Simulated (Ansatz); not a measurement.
```yaml
crystal:
  periodic: [false, false, false]
  atoms:
    - {symbol: Si, position_ang: [-0.053157, -2.837020, 0.009393]}
    - {symbol: Si, position_ang: [-0.017347, -0.020250, -2.792614]}
    - {symbol: Si, position_ang: [-2.837207, -0.063662, 0.007552]}
    - {symbol: P, position_ang: [-0.013548, -0.011648, 2.412309]}
    - {symbol: Si, position_ang: [0.067073, 2.707299, -0.005156]}
    - {symbol: Si, position_ang: [2.706911, 0.077702, -0.002849]}
    - {symbol: Al, position_ang: [-1.518135, -1.524535, -1.515000]}
    - {symbol: Si, position_ang: [1.383973, -1.429254, 1.238696]}
    - {symbol: Si, position_ang: [1.346796, 1.350927, -1.441101]}
    - {symbol: Si, position_ang: [-1.435480, 1.379572, 1.236475]}
    - {symbol: H, position_ang: [0.988123, -3.736242, -0.627809]}
    - {symbol: H, position_ang: [-0.679347, -3.671484, 1.110207]}
    - {symbol: H, position_ang: [0.989619, -0.720752, -3.682297]}
    - {symbol: H, position_ang: [-0.719677, 0.982725, -3.685349]}
    - {symbol: H, position_ang: [-3.669493, -0.692696, 1.108391]}
    - {symbol: H, position_ang: [-3.740438, 0.973595, -0.630523]}
    - {symbol: H, position_ang: [-0.798986, -0.799493, 3.309804]}
    - {symbol: H, position_ang: [0.750522, 0.755850, 3.345732]}
    - {symbol: H, position_ang: [-0.797421, 3.679776, -0.767528]}
    - {symbol: H, position_ang: [0.918408, 3.494497, 0.962912]}
    - {symbol: H, position_ang: [3.683261, -0.783601, -0.763877]}
    - {symbol: H, position_ang: [3.490106, 0.932677, 0.965258]}
    - {symbol: H, position_ang: [-2.462658, -2.473344, -2.410532]}
    - {symbol: H, position_ang: [2.157283, -2.005378, 2.404274]}
    - {symbol: H, position_ang: [2.276023, 2.283114, -2.187463]}
    - {symbol: H, position_ang: [-2.015204, 2.151635, 2.401095]}
basis:
  gaussian: {orbitals: cc-pVDZ}
hamiltonian: {xc: {name: r2SCAN0}, dispersion: d3bj}
scf: {lower_state_search: light}
output: {forces: true}
```

```sh
$ ansatz run in.yaml --threads 2 --pin off --events-out ev --progress --plain --max-ram 32768MiB --backend cuda --devices 0, --max-vram 18GiB
```

Shortened log:

```
Warning: the engine holds no damping parameters fitted to this dispersion correction and functional, so the run takes those fitted to r2scan0 beside the three-body term, which d3bj leaves out (hamiltonian.dispersion, under Limitations)
Functional definition: r2SCAN0
2528 factors; integrals over basis functions are off by at most 1.1e-3 eV
mean field evaluation 1: about -79158.7849 eV, gradient 1.7e1 eV
mean field evaluation 2: about -79159.1954 eV, gradient 1.5e1 eV
mean field evaluation 4: about -79160.1313 eV, gradient 9.5e-1 eV
mean field evaluation 8: about -79160.4647 eV, gradient 1.5e-1 eV
mean field evaluation 16: about -79160.4648 eV, gradient 3.0e-5 eV
mean field -79160.46477310 eV, -2909.0934235214 hartree, gradient 3.0e-5 eV, S^2 0.000000; 0 other end points of the search recorded, 0 dependent functions left out
reference -79160.46478952 eV, -2909.0934241248 hartree; 78, 78 occupied and 182, 182 virtual orbitals, 2528 factors
Total energy: -79161.03006018 eV, -2909.1141974384 hartree
Atom 0 at    -0.053157    -2.837020     0.009393 Å, force     0.109417    -0.245953     0.087037 eV/Å
Atom 1 at    -0.017347    -0.020250    -2.792614 Å, force     0.072326     0.072613    -0.239908 eV/Å
Atom 2 at    -2.837207    -0.063662     0.007552 Å, force    -0.246453     0.107812     0.086539 eV/Å
Atom 3 at    -0.013548    -0.011648     2.412309 Å, force    -0.017254    -0.018460     0.329020 eV/Å
Atom 4 at     0.067073     2.707299    -0.005156 Å, force    -0.031049     0.192210     0.020010 eV/Å
Atom 5 at     2.706911     0.077702    -0.002849 Å, force     0.191987    -0.031122     0.020130 eV/Å
Atom 6 at    -1.518135    -1.524535    -1.515000 Å, force    -0.066407    -0.067080    -0.049069 eV/Å
Atom 7 at     1.383973    -1.429254     1.238696 Å, force     0.088647    -0.004789     0.145700 eV/Å
Atom 8 at     1.346796     1.350927    -1.441101 Å, force     0.114712     0.114609    -0.026356 eV/Å
Atom 9 at    -1.435480     1.379572     1.236475 Å, force    -0.006065     0.089388     0.146937 eV/Å
Atom 10 at     0.988123    -3.736242    -0.627809 Å, force    -0.144239     0.116439     0.085396 eV/Å
Atom 11 at    -0.679347    -3.671484     1.110207 Å, force     0.075599     0.116621    -0.148058 eV/Å
Atom 12 at     0.989619    -0.720752    -3.682297 Å, force    -0.133872     0.090977     0.117341 eV/Å
Atom 13 at    -0.719677     0.982725    -3.685349 Å, force     0.091085    -0.133417     0.117745 eV/Å
Atom 14 at    -3.669493    -0.692696     1.108391 Å, force     0.116363     0.076121    -0.148005 eV/Å
Atom 15 at    -3.740438     0.973595    -0.630523 Å, force     0.117181    -0.143592     0.085506 eV/Å
Atom 16 at    -0.798986    -0.799493     3.309804 Å, force     0.145432     0.146326    -0.176464 eV/Å
Atom 17 at     0.750522     0.755850     3.345732 Å, force    -0.139529    -0.139678    -0.189470 eV/Å
Atom 18 at    -0.797421     3.679776    -0.767528 Å, force     0.123781    -0.133188     0.101841 eV/Å
Atom 19 at     0.918408     3.494497     0.962912 Å, force    -0.112362    -0.115247    -0.134034 eV/Å
Atom 20 at     3.683261    -0.783601    -0.763877 Å, force    -0.133515     0.123433     0.101635 eV/Å
Atom 21 at     3.490106     0.932677     0.965258 Å, force    -0.114866    -0.112768    -0.134077 eV/Å
Atom 22 at    -2.462658    -2.473344    -2.410532 Å, force     0.071779     0.072055     0.065924 eV/Å
Atom 23 at     2.157283    -2.005378     2.404274 Å, force    -0.109965     0.066830    -0.177177 eV/Å
Atom 24 at     2.276023     2.283114    -2.187463 Å, force    -0.129954    -0.130431     0.088943 eV/Å
Atom 25 at    -2.015204     2.151635     2.401095 Å, force     0.067220    -0.109711    -0.177082 eV/Å
Dipole moment:     0.426511     0.429370     1.208062 e Å
```

It took 6 s on 2 threads of AMD EPYC 7R13 on a shared host and a share (18 GiB) of an NVIDIA H100 80GB HBM3, peak host memory 1.1 GiB.
